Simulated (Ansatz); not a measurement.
Program: Ansatz. Geometries: PBE0-D4/def2-TZVP. ΔE: electronic, gas phase. CCSD(T)/CBS adds triple-zeta CCSD(T) − MP2 to the extrapolated MP2 energy (def2 sets, frozen cores). This one scheme is used for every species. DFT in def2-TZVPP. For Ga outer-core shells are correlated without core-valence functions, which leaves a few kJ/mol of doubt a bond. Scalar relativity is left out up to krypton. One conformer a species, not always the lowest.

Consider the cleavage of the Ga–B bond: `[CH3][GaH][B]1CS1` + H–F → `[CH3][GaH][F]` + `B1CS1`.

CCSD(T)/CBS gives -88.3 kJ/mol.

Question: Another level gave -87.4 kJ/mol. Which?
A. PBE-QIDH/def2-TZVPP
B. r2SCAN/def2-TZVPP
C. r2SCAN0-D4/def2-TZVPP
D. PBE0-D4/def2-TZVPP

Answer: D. PBE0-D4 -87.4, r2SCAN -102.8, r2SCAN0-D4 -97.6, PBE-QIDH -92.4 kJ/mol.

Largest T1 diagnostic among the species: 0.016.

The D4 term adds +9.2 kJ/mol with B3LYP and +5.3 kJ/mol with PBE0; it sums over pairs of atoms, weighted by their polarisabilities, and B3LYP, whose exchange is more repulsive, gets the larger term. At CCSD(T), def2-SVP lies −24.7 kJ/mol from the extrapolated value and def2-TZVPP −3.0 kJ/mol.

B3LYP here is the variant with VWN-RPA as its local correlation; programs differ in this.
